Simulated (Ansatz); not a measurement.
Relaxation of CHBOS (5 atoms, charge 0, multiplicity 1), to a largest force component of 0.02 eV/Å in at most 40 steps.

Method: RKS PBE/STO-3G in Ansatz.

```xyz
5
Properties=species:S:1:pos:R:3
B 0.760 -1.694 1.321
C -0.067 -0.744 0.883
S -0.989 -0.135 -0.364
O 0.040 0.903 -1.190
H 0.256 1.671 -0.651
```

Task: Where does it end, and by what steps?

Result: The run converged. Limits of this set-up: minimal basis. After 9 steps the energy has fallen by 0.880 eV; H5 moved furthest, 0.52 Å.

```csv
step,energy less start (eV),largest force component (eV/Å),accepted
0,0.0000,5.029,yes
1,-0.5555,2.252,yes
2,-0.6642,2.175,yes
3,-0.8176,1.066,yes
4,-0.8649,0.269,yes
5,-0.8757,0.189,yes
6,-0.8794,0.152,yes
7,-0.8798,0.080,yes
8,-0.8799,0.033,yes
9,-0.8800,0.017,yes
```

```xyz
5
Properties=species:S:1:pos:R:3
B 0.869 -1.467 1.227
C -0.223 -0.597 0.929
S -1.021 -0.317 -0.500
O -0.152 1.098 -1.218
H 0.527 1.284 -0.437
```

Whether the end is a true minimum wasn't checked by a vibrational analysis.

The run took 11 s on 1 thread of Arm Neoverse V1, on a shared host, peak memory 0.13 GiB.
